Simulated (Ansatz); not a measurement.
Ideal-gas functions of `F[Si-](F)(F)(F)F` at 298.15 K and 1 bar, from an Ansatz frequency run at PBE0-D4/def2-TZVPD.

Molar mass 123.08 g/mol, point group D3h (symmetry number 6), electronic degeneracy 1, moments of inertia 150.957, 181.263, 181.314 u Å². Harmonic wavenumbers (cm⁻¹, unscaled): 141, 141, 412, 412, 442, 442, 474, 526, 700, 809, 879, 879.

Use S(trans) = R[1.5 ln M + 2.5 ln T − 1.1517]; rotational temperatures θ = 24.2544 K / I; S(rot) = R[ln(√π/σ · √(T³/θAθBθC)) + 1.5]; for each mode x = 1.438777 ν̃/T, S = R[x/(eˣ − 1) − ln(1 − e⁻ˣ)] and H = RT x/(eˣ − 1); 1 cm⁻¹ = 0.0119627 kJ/mol; R = 8.31446 J/(mol·K).

Q: By hand: the entropy, in J/(mol·K).

A: Translation 168.9. Rotation: θ = 0.1607, 0.1338, 0.1338 K, giving 97.7. Vibration, mode by mode: 11.67, 11.67, 3.85, 3.85, 3.43, 3.43, 3.04, 2.49, 1.28, 0.84, 0.64, 0.64, in all 46.8. Electronic 0.0. Sum 313.4 J/(mol·K).

Q: By hand: H − E and G − E in kJ/mol, counted from the electronic energy.

A: Zero-point energy ½ × 6257 × 0.0119627 = 37.4; thermal vibration 8.4; translation, rotation and pV give 4 RT = 9.9. H − E = 55.7 kJ/mol, and G − E = 55.7 − 298.15 × 313.4/1000 = -37.7 kJ/mol.

Vibration gives 15 % of the entropy, 23.3 J/(mol·K) of it from the modes under 150 cm⁻¹: soft modes count most, and the harmonic formula is weakest for them.
